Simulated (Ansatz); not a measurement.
Calculated with Ansatz (gas phase, PBE0-D4/def2-TZVP geometries, no zero-point term in ΔE). CBS: MP2 limit from def2 TZ/QZ plus the TZ coupled-cluster correction, frozen cores. This one scheme is used for every species. Each species was taken in one conformer, which may not be the lowest.

Reaction (ligand exchange at the Si–S bond): `CS[SiH](F)[SiH3]` + CH₃OH → `CO[SiH](F)[SiH3]` + CH₃SH

`CS[SiH](F)[SiH3]`:

Cartesian coordinates in Å:
```
C -0.421 2.306 1.041
S -0.478 0.504 1.279
Si 0.000 -0.179 -0.659
F -1.210 0.051 -1.694
Si 0.474 -2.465 -0.484
H 0.527 2.608 0.597
H -1.250 2.640 0.419
H -0.511 2.756 2.029
H 1.123 0.637 -1.192
H 0.548 -3.074 -1.839
H -0.586 -3.147 0.303
H 1.783 -2.636 0.199
```

CH₃OH:

Z-matrix (Å, degrees):
```
C
O 1 1.409
H 1 1.097 2 112.4
H 1 1.090 2 107.0 3 -118.5
H 1 1.097 2 112.4 3 123.0
H 2 0.959 1 108.5 3 -61.6
```

`CO[SiH](F)[SiH3]`:

Cartesian coordinates in Å:
```
C -0.777 0.040 -2.152
O -0.676 -0.111 -0.750
Si 0.587 0.376 0.155
F 0.647 1.978 0.219
Si 0.250 -0.477 2.305
H 0.188 -0.124 -2.644
H -1.489 -0.697 -2.525
H -1.137 1.040 -2.406
H 1.859 -0.030 -0.506
H 0.272 -1.963 2.256
H 1.336 -0.013 3.209
H -1.060 -0.021 2.840
```

CH₃SH:

```xyz
6

C     0.100   -0.478   -0.055
S    -0.727    0.949    0.681
H    -0.132   -0.571   -1.115
H    -0.288   -1.354    0.463
H     1.178   -0.436    0.094
H    -0.132    1.890   -0.068
```

```json
{"species": "`CS[SiH](F)[SiH3]`", "SCS-MP2/def2-TZVPP energy (Eh)": "-1117.81939"}
{"species": "CH₃OH", "SCS-MP2/def2-TZVPP energy (Eh)": "-115.52242"}
{"species": "`CO[SiH](F)[SiH3]`", "SCS-MP2/def2-TZVPP energy (Eh)": "-795.23927"}
{"species": "CH₃SH", "SCS-MP2/def2-TZVPP energy (Eh)": "-438.12094"}
```

(1) Work out ΔE.

Largest T1 diagnostic among the species: 0.012.

Results:

(1) ΔE = (-795.23927) + (-438.12094) − (-1117.81939) − (-115.52242) = -0.01840 Eh = -11.5 kcal/mol. CCSD(T)/CBS gives -9.9 kcal/mol.

From PBE to PBE0 (25 % exact exchange), in def2-TZVPP and without D4, ΔE moves by −0.9 kcal/mol. The D4 term adds +1.2 kcal/mol with B3LYP and +0.6 kcal/mol with PBE0; it sums over pairs of atoms, weighted by their polarisabilities, and B3LYP, whose exchange is more repulsive, gets the larger term. In def2-TZVPP, CCSD(T) changes the Hartree–Fock value by +3.9 kcal/mol (the triples alone add +0.9 kcal/mol) and MP2 by +4.8 kcal/mol.

B3LYP here is the variant with VWN-RPA as its local correlation; programs differ in this.
